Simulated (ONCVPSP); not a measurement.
P, ONCV: configuration errors across variants

phosphorus, optimised norm-conserving Vanderbilt (ONCV), made with ONCVPSP 4.0.1 (PBE, scalar-relativistic). Core [Ne], reference 3s2 3p3. Waves: 3s: rc 1.65 bohr, ncon 4, nbas 8, qcut 3 1/bohr, 2 projectors, debl 3.7 Ha; 3p: rc 1.25 bohr, ncon 4, nbas 8, qcut 7.3 1/bohr, 2 projectors, debl 2 Ha; d scattering state at 0.44 Ha: rc 1.40 bohr, ncon 3, nbas 8, qcut 7.8 1/bohr, 2 projectors, debl 3.3 Ha. Local part: polynomial inside 1.15 bohr (lpopt 5, dvloc0 -1 Ha). Core correction: polynomial model core, fcfact 0.7.

All-electron excitation energies from the reference (eV): (1) 3s2 3p2 9.730; (2) 3s2 3p1 28.877; (3) 3s2 3p0 58.616; (4) 3s2 3p2.5 3.775.

A true bound ghost makes a file unfit for plane-wave use even where its test errors are small: the radial tests pick states by their node count and pass the ghost by.

Errors AE − PS in meV (a dash: test not solved or not reliable):

```csv
change,(1),(2),(3),(4),bound ghosts,GHOST(+) flags above zero
base,+0.7,+9.4,+44,0.0,p,s
p: qcut 4.5,+1.1,+12,+47,+0.1,p,"s, p"
p: qcut 5.1,+1.1,+11,+47,+0.1,p,"s, p"
p: qcut 6,+0.7,+9.7,+46,0.0,p,s
p: qcut 6.7,+0.7,+9.6,+45,0.0,p,s
p: qcut 7.6,+0.7,+9.3,+43,0.0,p,s
p: qcut 8.5,+0.7,+9.0,+41,0.0,p,s
p: qcut 9.3,+0.7,+8.7,+39,0.0,p,s
p: qcut 10.9,+0.7,+8.1,+36,0.0,p,s
```

Task: Give the same row for: p: qcut 10.2.

Result: +0.7, +8.4, +37, 0.0; bound ghosts: p; GHOST(+) flags above zero: s.
